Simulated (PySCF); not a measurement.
Radial density of Pr²⁺ (praseodymium, charge +2)

M06-2X, [Xe] 4f2 6s1, one real determinant (an excited configuration). All numbers are calculated (PySCF 2.14, the spin-free X2C one-electron Hamiltonian (Gaussian nucleus), in ANO-RCC-VTZP (8s7p5d3f2g1h, 104 functions)).

```tsv
r (bohr)	4πr²ρ (e/bohr)	4πr²(ρα − ρβ)
0.0204	75.91	0.0026
0.0343	68.07	0.0031
0.0577	93.72	0.0119
0.0970	91.85	0.0058
0.163	79.52	0.0708
0.274	70.33	0.4324
0.461	33.58	1.5592
0.776	27.58	1.9704
1.31	9.438	1.0435
2.20	2.950	0.2072
3.69	0.4415	0.3627
6.21	0.03703	0.0370
10.5	0.0004624	0.0005
```

Densities and radii are taken from the X2C orbitals without a picture-change correction, which distorts them close to the nucleus.

⟨L²⟩ = 24.01 against 30 for a pure H term, so this real determinant mixes terms. Spin-orbit coupling, absent here, splits the open shell strongly.
